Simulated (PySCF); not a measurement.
Computed shifts of a molecule C3H7BF2, PBE0/pcSseg-1 (PySCF), GIAO, gas phase, atoms alike by connectivity averaged where their shifts nearly agree, in ppm (number of nuclei): ¹⁹F: -78.5 (2). ¹³C: 19.3 (2), 16.6 (1). ¹H: 1.37 (6), 1.25 (1). References: ¹¹B against BF3 (σ = 88.8 ppm); ¹⁹F against CFCl3 (σ = 167.2 ppm); ¹³C against TMS (σ = 186.3 ppm); ¹H against TMS (σ = 31.56 ppm), references at their B3LYP-D3(BJ)/def2-TZVP geometries, non-relativistic. Coordinates come from a PBE0-D3(BJ)/def2-SVP optimisation. One conformer was computed; it need not be the lowest.

**Question.** Which molecule gave these data?
A. CCB(F)CF
B. CB(F)[C@H](C)F
C. CC(C)B(F)F
D. CCCB(F)F

**Answer.** C, CC(C)B(F)F
